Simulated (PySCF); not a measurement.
Eu(III) with different ligands

Computed with PySCF 2.14.0, PBE0, def2-SVP on the ligands, density fitting, scalar-relativistic core potentials, no spin-orbit coupling, vacuum. The metal has lcecp-1-SVP with ECP52. Each complex is relaxed within the symmetry of a template of the same shape. Distances are means of the shortest metal–ligand contacts, charges and spins Mulliken's; removal energies are rigid, with the ligand's formal charge and no counterpoise, so too large; for an anion taken off a cation in vacuum most of it is the attraction of opposite charges, and multiply charged cations can part far more cheaply with an electron moved from ligand to metal. lcecp potentials hold a fixed number of 4f electrons in the core, out of states, spins and gaps.

```tsv
complex	point group	M–first ligand (Å)	charge on M (e)	removal of one first-named ligand (eV)	strongest infrared band, degenerate modes summed (cm⁻¹)	unstable modes (below −25 cm⁻¹)
[Eu(OH)4]−	S4, nearly Td	2.149	0.81	5.56	223	0
[Eu(SH)4]−	S4	2.690	0.59	4.58	265	0
[EuCl4]−	Td	2.569	0.75	4.98	308	0
[Eu(NH2)4]−	S4	2.292	0.65	5.16	452	0
[EuF4]−	Td	2.106	1.06	6.56	508	0
```

Q: A further member has point group Td, M–first ligand (Å) 2.125, charge on M (e) 0.26, removal of one first-named ligand (eV) 4.73, strongest infrared band, degenerate modes summed (cm⁻¹) 1218, unstable modes (below −25 cm⁻¹) 0. Which complex is it?

A: [EuH4]−. Other answers can fit too; this one was computed.

Moved off a saddle point of the template and relaxed again: [Eu(SH)4]−, [Eu(NH2)4]−. One start shape was tried for each, so a minimum needn't be the lowest isomer.
